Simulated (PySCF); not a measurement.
Compound: C₈H₁₃OP.
SMILES with atom numbers: `[CH3:1][CH:2]([CH3:3])[P:4]1(=[O:5])[CH:6]=[CH:7][CH2:8][CH:9]=[CH:10]1`

Definitions: NICS(0) = −σiso at the ring centroid; NICS(1) = −σiso and NICS(1)zz = −σzz at ±1 Å along the ring normal z. Level: GIAO PBE0/pcSseg-1 (PySCF, non-relativistic, gas phase) on the GFN2-xTB geometry, one conformer.

Ring bond lengths (Å), with Mayer bond orders in brackets: P4–C6 1.807 (0.88), C6–C7 1.325 (1.88), C7–C8 1.498 (1.06), C8–C9 1.498 (1.06), C9–C10 1.325 (1.88), C10–P4 1.807 (0.88).

Task: Give the NICS values of each ring in ppm.

Result: 
| ring | type | NICS(0) | NICS(1), two faces | NICS(1)zz, two faces | rms pucker (Å) | centre to ring atoms, mean (Å) |
| --- | --- | --- | --- | --- | --- | --- |
| P4–C6–C7–C8–C9–C10 | 6-membered ring with P; formal bonds 2 double, 4 single | -1.1 | -3.9 / -2.0 | -4.1 / -1.2 | 0.18 | 1.52 |

Task: What do they say, and how far can they be read as aromaticity?

Result: 
- P4–C6–C7–C8–C9–C10: mean NICS(1)zz -2.6 ppm, near zero. P4, C8 have four or more neighbours, so the value isn't read as a sign of a π ring current.

Task: At the second NICS(1) probe listed for ring P4–C6–C7–C8–C9–C10, 1 Å off the ring, what do the in-plane components average?

Result: The isotropic value is a third of the trace: (3 × -2.0 − (-1.2))/2 = -2.4 ppm.

Task: List the ring angles and the Hirshfeld charges of the ring atoms.

Result: 
- P4–C6–C7–C8–C9–C10: P4 100.6° (+0.421 e), C6 121.4° (-0.102 e), C7 124.4° (-0.024 e), C8 114.4° (-0.066 e), C9 124.4° (-0.024 e), C10 121.5° (-0.102 e); sum 706.7° against 720° for a flat convex ring.

Task: How shielded are the nuclei of the rings and their hydrogens (means over atoms taken as equivalent)?

Result: 
```json
{"atoms": "P4", "environment": "phosphoryl phosphorus", "σ isotropic (ppm)": "330.6", "principal values of the symmetric part, first atom (ppm)": "238.0, 274.6, 479.2"}
{"atoms": "C6 (×2)", "environment": "alkene CH carbon", "σ isotropic (ppm)": "48.9", "principal values of the symmetric part, first atom (ppm)": "-55.6, 51.0, 151.4"}
{"atoms": "C7 (×2)", "environment": "alkene CH carbon", "σ isotropic (ppm)": "39.6", "principal values of the symmetric part, first atom (ppm)": "-78.0, 33.8, 162.8"}
{"atoms": "C8", "environment": "allylic carbon", "σ isotropic (ppm)": "153.2", "principal values of the symmetric part, first atom (ppm)": "131.8, 163.8, 164.0"}
{"atoms": "H on C6 (×2)", "environment": "vinylic hydrogen", "σ isotropic (ppm)": "25.07", "principal values of the symmetric part, first atom (ppm)": "23.0, 24.9, 27.3"}
{"atoms": "H on C7 (×2)", "environment": "vinylic hydrogen", "σ isotropic (ppm)": "24.82", "principal values of the symmetric part, first atom (ppm)": "22.2, 24.9, 27.3"}
{"atoms": "H on C8", "environment": "methylene hydrogen", "σ isotropic (ppm)": "28.65", "principal values of the symmetric part, first atom (ppm)": "23.7, 27.8, 34.5"}
{"atoms": "H on C8", "environment": "methylene hydrogen", "σ isotropic (ppm)": "29.11", "principal values of the symmetric part, first atom (ppm)": "25.1, 27.4, 34.8"}
```

The run took about 2.6 min of CPU time (one thread, shared machine). This is the whole shielding run at PBE0/pcSseg-1, SCF included.

Shape of the structure used: `[CH3:1][CH:2]([CH3:3])[P:4]1(=[O:5])[CH:6]=[CH:7][CH2:8][CH:9]=[CH:10]1`: C1–C2–P4–O5 -60°.
